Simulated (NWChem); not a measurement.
# CH4ClGaO; SMILES [CH3][Ga]([OH])[Cl]

```xyz
8

Ga    -0.1002    -0.4292    -0.0522
Cl     0.1855     1.6585    -0.5409
C      1.3452    -1.7224    -0.0015
H      1.8264    -1.7860    -0.9884
H      0.9573    -2.7113     0.2786
H      2.1053    -1.4083     0.7286
O     -1.7850    -0.8684     0.3025
H     -2.4079    -0.1363     0.2430
```
Atoms are numbered in this order, from 1.

Level: PBE0/def2-SVP (NWChem), optimised geometry, unscaled harmonic frequencies. 

```
frequency (cm⁻¹)  IR intensity (km/mol)
----------------  ---------------------
34                                  0.2
133                                 3.0
159                                 7.0
172                                20.8
401                               128.2
408                                44.0
597                                21.7
724                                90.5
729                                22.0
753                                23.9
815                               139.9
1223                                7.2
1424                                2.9
1427                                4.6
3073                                0.6
3182                                0.1
3197                                0.2
3912                               78.9
```

```json
{
  "zero_point_energy": "32.0 kcal/mol",
  "thermal correction to the enthalpy at 298.15 K (with zero-point energy)": "36.8 kcal/mol",
  "heat capacity Cv": "20.9 cal/(mol K)",
  "entropy at 298.15 K and 1 atm (symmetry number 1)": "84.2 cal/(mol K)",
  "dipole_moment": "1.19 D"
}
```

Rigid rotor and harmonic oscillator; modes under 100 cm⁻¹ make the entropy uncertain.
